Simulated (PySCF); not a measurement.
# Bromine: a sound run and one with changed settings

Sound run: Br [Ar] 3d10 4s2 4p5, Br⁺ [Ar] 3d10 4s2 4p4. Computed with PySCF 2.14 in 6-31G*, with the non-relativistic Hamiltonian (point nucleus). In the sound run the correlated levels freeze [Ar] 3d10. The sound run starts from symmetry-adapted Hartree-Fock orbitals and uses a fine grid where one is needed.

Changed run: initial guess atom, at most 50 SCF cycles.

| species | method | sound run (hartree) | changed run (hartree) | converged |
| --- | --- | --- | --- | --- |
| Br | UHF | -2572.08381 | -2572.08381 | yes |
| Br | r2SCAN | -2573.77728 | -2573.77728 | yes |
| Br | CCSD(T) | -2572.18978 | -2572.18978 | yes |
| Br⁺ | MN15 | -2573.69940 | -2573.69940 | yes |
| Br⁺ | MP2 | -2571.75956 | -2571.75956 | yes |

Here the plain start reaches the same solutions.
